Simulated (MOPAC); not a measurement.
MOPAC input (PM6):

```
PM6 PRECISE GNORM=0.05 LET XYZ GEO-OK AUX(PRECISION=9) THREADS=1
C4H10OSi

C     2.30711800 1   -0.42583700 1    0.21885300 1
Si    1.11193300 1    0.39909600 1   -0.95499700 1
C    -0.41974500 1    1.03025900 1   -0.02176400 1
C    -1.17981400 1   -0.11148800 1    0.59317300 1
C    -2.33116600 1   -0.67149700 1   -0.21149600 1
O    -0.86475300 1   -0.58060700 1    1.66607400 1
H     3.15456500 1   -0.85353700 1   -0.31999700 1
H     2.69229800 1    0.29216200 1    0.94528300 1
H     1.80839700 1   -1.22277900 1    0.77240800 1
H     1.73716900 1    1.56140100 1   -1.63298100 1
H     0.65990600 1   -0.55396400 1   -2.00069300 1
H    -1.03743900 1    1.59967700 1   -0.71905900 1
H    -0.06282900 1    1.69124700 1    0.77027200 1
H    -3.13678400 1    0.06648100 1   -0.25479900 1
H    -2.70066200 1   -1.58454300 1    0.24915600 1
H    -2.02201400 1   -0.86724900 1   -1.24082400 1
```

From the output:

```
                                                       MOPAC v23.2.5 Linux

          FINAL HEAT OF FORMATION =        -72.37375 KCAL/MOL =    -302.81176 KJ/MOL

          COSMO AREA              =        151.57 SQUARE ANGSTROMS
          COSMO VOLUME            =        150.19 CUBIC ANGSTROMS

          GRADIENT NORM           =          0.04430          =       0.01107 PER ATOM
          IONIZATION POTENTIAL    =          9.980815 EV
          HOMO LUMO ENERGIES (EV) =         -9.981  0.502
          NO. OF FILLED LEVELS    =         18
          MOLECULAR WEIGHT        =        102.2079         POINT GROUP:  C1

          MOLECULAR DIMENSIONS (Angstroms)

            Atom       Atom       Distance
            H    14    H     7     6.27857
            H    10    H    15     4.23107
            H    13    H    11     3.43433

          SCF CALCULATIONS        =        104

   ATOM   CHEMICAL          X               Y               Z
  NUMBER   SYMBOL      (ANGSTROMS)     (ANGSTROMS)     (ANGSTROMS)

     1       C          2.29958359  *  -0.48645120  *   0.13096397  *
     2      Si          1.12034056  *   0.44691381  *  -0.94738861  *
     3       C         -0.41340948  *   1.01326570  *  -0.00935186  *
     4       C         -1.19136150  *  -0.09118512  *   0.62512336  *
     5       C         -2.26039648  *  -0.73612364  *  -0.22031499  *
     6       O         -1.00277415  *  -0.44976972  *   1.77014482  *
     7       H          3.14674861  *  -0.89458209  *  -0.44524844  *
     8       H          2.72477566  *   0.13956490  *   0.93271748  *
     9       H          1.81121138  *  -1.33765110  *   0.63786108  *
    10       H          1.76525052  *   1.65288337  *  -1.49668015  *
    11       H          0.69310921  *  -0.39323417  *  -2.07953526  *
    12       H         -1.03324706  *   1.61285280  *  -0.71412809  *
    13       H         -0.05938679  *   1.72512971  *   0.77817313  *
    14       H         -3.07250531  *  -0.03357545  *  -0.44284417  *
    15       H         -2.70737008  *  -1.59447311  *   0.30286446  *
    16       H         -1.87075472  *  -1.10080571  *  -1.17851686  *

                             CARTESIAN COORDINATES

   1    C        2.299583593    -0.486451200     0.130963966
   2   Si        1.120340556     0.446913806    -0.947388609
   3    C       -0.413409477     1.013265703    -0.009351859
   4    C       -1.191361504    -0.091185118     0.625123356
   5    C       -2.260396482    -0.736123641    -0.220314992
   6    O       -1.002774145    -0.449769720     1.770144822
   7    H        3.146748608    -0.894582086    -0.445248438
   8    H        2.724775656     0.139564899     0.932717475
   9    H        1.811211380    -1.337651105     0.637861084
  10    H        1.765250521     1.652883372    -1.496680153
  11    H        0.693109212    -0.393234167    -2.079535259
  12    H       -1.033247065     1.612852804    -0.714128091
  13    H       -0.059386792     1.725129714     0.778173127
  14    H       -3.072505305    -0.033575452    -0.442844170
  15    H       -2.707370076    -1.594473114     0.302864463
  16    H       -1.870754716    -1.100805711    -1.178516856

           Empirical Formula: C4 H10 O Si  =    16 atoms

      MOLECULAR POINT GROUP   :   C1

                  EIGENVALUES
 -31.43448 -27.21433 -25.11969 -24.44320 -19.45815 -17.20099 -15.92627 -15.39863
 -15.16937 -13.84221 -13.76861 -13.27302 -13.13784 -13.06271 -11.26487 -11.05592
 -10.97494  -9.98082   0.50176   0.71985   0.93367   1.50769   1.67181   1.87209
   2.60597   3.33932   3.99274   4.27056   4.55699   4.64660   4.79858   5.32620
   5.40458   5.61257   5.86089   5.88412   6.22679   6.49458   7.04977

              NET ATOMIC CHARGES AND DIPOLE CONTRIBUTIONS

  ATOM NO.   TYPE          CHARGE      No. of ELECS.   s-Pop       p-Pop       d-Pop
    1          C          -0.761285        4.7613     1.07901     3.68227
    2         Si           0.392781        3.6072     1.16514     1.77613     0.66595
    3          C          -0.747625        4.7476     1.10616     3.64147
    4          C           0.661585        3.3384     1.08536     2.25305
    5          C          -0.646215        4.6462     1.10645     3.53977
    6          O          -0.527325        6.5273     1.85166     4.67566
    7          H           0.194861        0.8051     0.80514
    8          H           0.197151        0.8028     0.80285
    9          H           0.202950        0.7971     0.79705
   10          H           0.017536        0.9825     0.98246
   11          H           0.013498        0.9865     0.98650
   12          H           0.210690        0.7893     0.78931
   13          H           0.220898        0.7791     0.77910
   14          H           0.186750        0.8133     0.81325
   15          H           0.194197        0.8058     0.80580
   16          H           0.189553        0.8104     0.81045
 DIPOLE           X         Y         Z       TOTAL
 POINT-CHG.     0.351     1.165    -4.303     4.472
 HYBRID        -0.263    -0.212     1.425     1.465
 SUM            0.088     0.953    -2.878     3.033

          ATOMIC ORBITAL ELECTRON POPULATIONS

     Atom    s        px        py        pz      x^2-y^2     xz        z^2       yz        xy
    1  C   1.07901   1.23188   1.22584   1.22456
    2 Si   1.16514   0.52073   0.66452   0.59087   0.09100   0.15518   0.07204   0.20132   0.14640
    3  C   1.10616   1.25363   1.16979   1.21805
    4  C   1.08536   0.73014   0.73765   0.78526
    5  C   1.10645   1.15914   1.19638   1.18425
    6  O   1.85166   1.68890   1.65484   1.33192
    7  H   0.80514
    8  H   0.80285
    9  H   0.79705
   10  H   0.98246
   11  H   0.98650
   12  H   0.78931
   13  H   0.77910
   14  H   0.81325
   15  H   0.80580
   16  H   0.81045

 **********************
 *                    *
 * JOB ENDED NORMALLY *
 *                    *
 **********************

 == MOPAC DONE ==
```

The geometry given is a B3LYP-D3(BJ)/def2-TZVP minimum.
